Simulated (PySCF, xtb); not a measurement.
H₆PSi, SMILES [SiH3][PH3+], charge +1.

Harmonic wavenumbers (cm⁻¹) from xtb with GFN2-xTB at its own minimum, in rising order: 77, 279, 280, 328, 496, 497, 705, 706, 719, 985, 1058, 1058, 2299, 2317, 2321, 2385, 2446, 2446.

Task: What does PySCF with PBE0-D3(BJ)/def2-TZVP give at its own minimum? (Estimate from the structure and the level; the computed values follow.)

Result: 141, 382, 382, 399, 658, 658, 831, 915, 915, 980, 1089, 1089, 2270, 2309, 2309, 2500, 2531, 2531. Paired by order, the mean absolute difference is 89 cm⁻¹ and the zero-point energies are 30.6 and 32.7 kcal/mol.
